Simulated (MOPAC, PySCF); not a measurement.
H3GaO3, SMILES `[OH][Ga]([OH])[OH]`, neutral singlet in the gas phase. 

Z-matrix (Å, degrees):
```
Ga
O 1 1.7741
H 2 0.9598 1 113.19
O 1 1.7741 2 120.00 3 -0.01
H 4 0.9598 1 113.19 2 -179.99
O 1 1.7741 2 120.00 3 -179.99
H 6 0.9598 1 113.20 2 -0.01
```
Charge 0, spin multiplicity 1.

All levels are single points at this geometry (PBE0-D4/def2-TZVP); Pople sets use spherical d functions. Orbital energies aren't observables, and empty levels follow the basis.

HF/6-31G* in PySCF gives HOMO (eV) = -13.29.

Task: Estimate the HOMO (eV) from each of these levels: B3LYP-D3(BJ)/def2-TZVP in PySCF; PBE-D3(BJ)/def2-TZVP in PySCF; PBE0-D4/def2-TZVP in PySCF; B3LYP/6-311+G** (LANL2DZ on Ga) in PySCF; B3LYP/6-31G* in PySCF; B3LYP/LANL2DZ in PySCF; BP86/6-31G* in PySCF; M06-2X/6-31G* in PySCF; HF/3-21G in PySCF; HF/STO-3G in PySCF; PM3 in MOPAC; PM7 in MOPAC.

Result: 
```csv
level,HOMO (eV)
B3LYP-D3(BJ)/def2-TZVP in PySCF,-8.68
PBE-D3(BJ)/def2-TZVP in PySCF,-7.21
PBE0-D4/def2-TZVP in PySCF,-8.95
B3LYP/6-311+G** (LANL2DZ on Ga) in PySCF,-8.85
B3LYP/6-31G* in PySCF,-8.32
B3LYP/LANL2DZ in PySCF,-8.59
BP86/6-31G* in PySCF,-6.96
M06-2X/6-31G* in PySCF,-10.40
HF/3-21G in PySCF,-12.68
HF/STO-3G in PySCF,-7.94
PM3 in MOPAC,-11.36
PM7 in MOPAC,-12.17
```
